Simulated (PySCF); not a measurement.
C2H6Zn, charge +1, doublet (typed; the unrestricted solution is spin-contaminated), at a GFN2-xTB geometry (such geometries of metal compounds can be far from the true shape) (a state made from the parent by changing its charge; the spin is typed, not shown lowest). Base run: HF/pcseg-1 (PySCF).

Geometry (Å):
```xyz
9

Zn     0.0000     0.0000     0.0000
C      1.6067     0.2308    -1.2920
H      2.2486    -0.6302    -1.1261
H      2.0804     1.1685    -1.0139
H      1.1836     0.2537    -2.2927
C     -1.6067    -0.2308     1.2920
H     -2.0804    -1.1685     1.0139
H     -2.2486     0.6302     1.1261
H     -1.1836    -0.2537     2.2927
```
Charge +1, spin multiplicity 2.
Orbitals are unrestricted.
All else is at PySCF's defaults.

The base run was repeated with changes; each row names its change, and settings that it needs were set with it.

```csv
change,basis functions,E (Eh),HOMO (eV)
base,89,-1856.46770,-14.94
basis = x2c-SVPall; relativity = spin-free X2C; nucleus = Gaussian (with mol.nucmod = 'G'),94,-1872.82794,-15.13
basis = x2c-SVPall; relativity = spin-free X2C,94,-1872.83507,-15.13
basis = x2c-TZVPall; relativity = spin-free X2C; nucleus = Gaussian (with mol.nucmod = 'G'),146,-1873.23177,-15.02
basis = cc-pVTZ-DK; relativity = spin-free X2C,212,-1873.25280,-15.01
basis = cc-pVTZ-DK; relativity = spin-free X2C; nucleus = Gaussian (with mol.nucmod = 'G'),212,-1873.24392,-15.01
basis = x2c-TZVPall; relativity = none,146,-1850.12655,-14.73
basis = x2c-SVPall; relativity = none,94,-1850.54648,-14.81
basis = cc-pVTZ-DK; relativity = none,212,-1847.63672,-14.71
basis = x2c-TZVPall; relativity = spin-free X2C,146,-1873.23948,-15.02
```

Absolute energies of different levels of theory aren't comparable as measures of quality.

Open shells are given as the SCF converged; they aren't shown to be the lowest states, and a large step between rows can be another state.

Basis sets contracted for a relativistic Hamiltonian are a mismatch without it, so the rows without relativity aren't non-relativistic limits. No row has spin-orbit coupling; sets with core potentials leave out the core electrons.
